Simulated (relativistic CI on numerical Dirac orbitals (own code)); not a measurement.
Hyperfine structure of Eu39+, mass number 151

Calculated at this level of theory: Dirac-Coulomb-Breit CI, KLI orbitals optimised for each configuration, QED by a radiative potential, unscaled Slater integrals (own radial code, finite nucleus).

CI space (outside the closed core [Ne]): 3s2 3p6 3d6, 3s2 3p5 3d7, 3s2 3p4 3d8, 3s 3p6 3d7, 3p6 3d8, 3s 3p5 3d8, 3s2 3p6 3d5 4s, 3s2 3p6 3d5 4p, 3s2 3p4 3d7 4s, 3s2 3p6 3d5 4d, 3s2 3p5 3d6 4s, 3s2 3p6 3d5 4f, 3s2 3p6 3d4 4s2, 3s 3p6 3d6 4s, 3p6 3d7 4s, 3p6 3d7 4p. Levels of other configurations are missing.

Nuclear spin I = 5/2, μ = 3.4635 μN, Q = 0.903 b (tables of Stone and Pyykkö). The electronic factors are computed for point nuclear moments, without core polarisation or the Bohr-Weisskopf and QED corrections.

```json
{"Level": "3s2 3p6 3d6 5D_3", "E (cm⁻¹)": "208903.0", "A (MHz)": "19540", "B (MHz)": "4090"}
{"Level": "3s2 3p6 3d6 5D_1", "E (cm⁻¹)": "237976.0", "A (MHz)": "28130", "B (MHz)": "-13000"}
{"Level": "3s2 3p6 3d6 3G_5", "E (cm⁻¹)": "285262.4", "A (MHz)": "38100", "B (MHz)": "15200"}
{"Level": "3s2 3p6 3d6 3H_6", "E (cm⁻¹)": "286457.6", "A (MHz)": "41920", "B (MHz)": "-30000"}
```

Levels with J = 0, under 50 % of one LS term, or S terms without an open s electron are left out. Small factors come from cancelling terms and can be off by tens of per cent or more.

At this charge energies of transitions that change n are usually good to better than 1 %, and those within a shell (Δn = 0) to a few per cent. Terms inside the open d or f shell come out 10 to 20 % too wide with unscaled integrals.

Give the hyperfine levels of 3s2 3p6 3d6 5D_3 relative to its centre of gravity.

With K = F(F + 1) − I(I + 1) − J(J + 1), E = AK/2 + B[¾K(K + 1) − I(I + 1)J(J + 1)]/[2I(2I − 1)J(2J − 1)]: F = 1/2: -192900, F = 3/2: -164700, F = 5/2: -117300, F = 7/2: -50080, F = 9/2: 37850, F = 11/2: 147600 MHz.

LS names give the leading component of a level, which can be under half, so a name can repeat, a term be missing and a line seem to break the LS rules.
